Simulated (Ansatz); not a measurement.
Cartesian coordinates in Å:
```
O 1.722 0.852 -0.178
Si 0.129 0.598 -0.263
F -0.407 1.721 -1.229
C -0.787 -0.902 0.033
O -0.727 0.226 1.065
H 2.209 0.371 0.494
H -0.340 -1.817 0.415
H -1.800 -1.050 -0.336
```

Total charge 0; spin multiplicity 1.

(1) List the r2SCAN/def2-TZVPP orbital energies in eV (the Gaussian-basis code of Ansatz). (Estimate.)

Answers

(1) Computed: Occupied: -1792.75, -666.60, -516.73, -515.88, -274.35, -143.01, -97.90, -97.89, -97.84, -31.80, -27.43, -26.56, -17.14, -15.08, -13.14, -12.06, -11.76, -11.48, -10.98, -10.54, -9.72, -9.37, -7.40, -6.83. Lowest empty: -0.39, 0.79, 1.28, 1.95, 2.17, 2.58, 3.48, 4.68.
